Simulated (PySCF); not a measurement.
An EPR job on `[CH2][C+](CC#N)N=C` [radical].

Computed with UKS B3LYP, pcH-1 on C H N, non-relativistic, mean-field spin-orbit, GIAO (PySCF 2.14.0). Geometry: GFN2-xTB. A driver script takes a list of jobs; this job's settings line and coordinates (Å) are shown.

Command:
```bash
OMP_NUM_THREADS=1 python probes_run.py task.json out
```

Input:
```
{"job": {"kind": "epr", "basis": "pcH-1"}, "charge": 1, "multiplicity": 2}
C      0.530726     1.018354    -1.582312
C      0.095415     0.235674    -0.537364
C     -1.371282    -0.061821    -0.330191
C     -1.653294    -0.362722     1.056720
N     -1.806988    -0.582757     2.164138
N      0.932868    -0.348365     0.265957
C      1.615381    -0.699327     1.223573
H     -0.173507     1.496918    -2.241016
H      1.580233     1.168322    -1.773555
H     -1.971158     0.795425    -0.649838
H     -1.666357    -0.925049    -0.939289
H      2.134962    -1.656898     1.213860
H      1.748612    -0.077266     2.111588
```

Q: What does the run print?

A: 
```
UKS, coarse grid
  cycle   1  E = -303.21498010  |g| = 3.71e-01
  cycle   2  E = -302.26748715  |g| = 1.25e+00
  cycle   3  E = -303.27321708  |g| = 1.77e-01
  cycle   4  E = -303.28779975  |g| = 7.60e-02
  cycle   5  E = -303.29046877  |g| = 3.85e-02
  cycle   6  E = -303.29109531  |g| = 1.93e-02
  cycle   7  E = -303.29126028  |g| = 7.80e-03
  cycle   8  E = -303.29129228  |g| = 2.94e-03
  cycle   9  E = -303.29129780  |g| = 1.38e-03
  cycle  10  E = -303.29129963  |g| = 4.96e-04
UKS, final grid
  cycle   1  E = -303.29129135  |g| = 6.02e-04
  cycle   2  E = -303.29129097  |g| = 1.25e-03
  cycle   3  E = -303.29129162  |g| = 2.00e-04
  cycle   4  E = -303.29129166  |g| = 1.31e-04
  cycle   5  E = -303.29129169  |g| = 1.12e-04
  cycle   6  E = -303.29129170  |g| = 2.16e-05
E = -303.29129170 Eh   <S^2> = 0.7675 (exact 0.7500)
g shifts (ppm)      1          2          3
  rmc          -177       -177       -177
  gc             40         -1         31
  oz_so        -245         51       1182
  total        -382       -127       1037
hyperfine (MHz)  atom isotope    a_iso     a_fc   dipolar eigenvalues
    0   13C      58.88      58.88    -56.91    -56.00    112.91
    1   13C     -38.85     -38.85    -12.88      3.33      9.55
    2   13C       2.84       2.84     -1.26     -0.25      1.51
    3   13C      -2.33      -2.33     -0.71     -0.14      0.85
    4   14N       0.01       0.01     -0.32     -0.07      0.39
    5   14N      23.96      23.96    -22.08    -17.12     39.20
    6   13C     -32.63     -32.63     -9.44      1.86      7.58
    7    1H     -46.67     -46.67    -26.84     -2.76     29.60
    8    1H     -45.98     -45.98    -24.37     -3.62     27.99
    9    1H       0.17       0.17     -2.82     -1.92      4.74
   10    1H      -1.71      -1.71     -2.67     -1.33      3.99
   11    1H     110.35     110.35     -3.71     -2.44      6.15
   12    1H     128.27     128.27     -3.24     -1.24      4.48
```

rmc, gc and oz_so are the mass-correction, gauge-correction and orbital-Zeeman/spin–orbit parts of the g shift along its three principal axes; a_iso is the isotropic hyperfine coupling and a_fc its Fermi-contact part. The program numbers atoms from 0.

Q: How far is ⟨S²⟩ from the pure-spin value?

A: S = 0.5 gives S(S+1) = 0.75; the run has 0.7675, 0.0175 more.

Q: Get g_iso from the total shifts.

A: Their mean is 176 ppm; added to g_e = 2.002319 it gives 2.00250.

Summary of the converged run: ⟨S²⟩ 0.768; g_iso 2.0025.

Isolated species at its GFN2-xTB geometry (one conformer only).

The run took 40 s (grids of density and orbitals included) on one thread, Arm Neoverse V2 (aarch64) (shared host), and the process peaked at 0.95 GiB of memory.
Labels such as C1 count atoms from 1, the log's own numbers from 0.
